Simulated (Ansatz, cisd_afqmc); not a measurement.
System: Si, charge 0, triplet.

Total energies in cc-pV(Q+d)Z, 4 correlated electrons, 5 frozen orbitals. Open shells are spin-unrestricted; no spin-orbit coupling. Correlated methods leave the cores frozen. No relativity. The Monte Carlo rows (phaseless AFQMC, CISD trial, step 0.005/hartree) carry one-sigma bars that omit the constraint's bias. Outlying blocks are dropped, and bars are widened where a walk drifts. Over all cases where full CI ran beside it in this data, AFQMC minus full CI had a median of +0.1 mEh and passed +0.4 mEh in a tenth of the cases. Full CI freezes restricted core orbitals and the other rows unrestricted ones, which leaves a small offset even where coupled cluster is exact.

```tsv
method	program	energy (Eh)	error against FCI (mEh)
HF	Ansatz	-288.85845	80.14
MP2	Ansatz	-288.91830	20.28
CCSD	Ansatz	-288.93496	3.62
CCSD(T)	Ansatz	-288.93781	0.78
CCSDT(Q)	Ansatz	-288.93861	-0.02
CCSDTQ	Ansatz	-288.93862	-0.04
AFQMC/CISD	cisd_afqmc	-288.9383 ± 0.0001	0.3 ± 0.1
FCI	Ansatz	-288.93859	0.00
```

Ansatz is a program for electronic structure.
